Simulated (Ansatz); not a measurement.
`C=C[SiH2]BC`, charge 0, multiplicity 1.

(1) Give a relaxed structure at PBE0-D4/def2-TZVP (Ansatz 0.2.0). (Best estimate.)

## Answers

(1) Computed: 
Z-matrix (Å, degrees):
```
Si
C 1 1.865
B 1 2.019 2 114.4
H 1 1.493 2 107.9 3 -124.9
H 1 1.498 2 109.4 3 118.6
C 2 1.330 1 123.8 3 118.6
H 2 1.090 1 118.5 3 -59.9
C 3 1.551 1 124.4 2 8.8
H 3 1.202 1 117.3 2 -168.8
H 6 1.087 2 121.7 1 1.6
H 6 1.087 2 122.3 1 -178.6
H 8 1.093 3 114.8 1 150.8
H 8 1.091 3 116.4 1 19.6
H 8 1.106 3 102.6 1 -95.6
```
This is one stationary point; other conformers may exist.
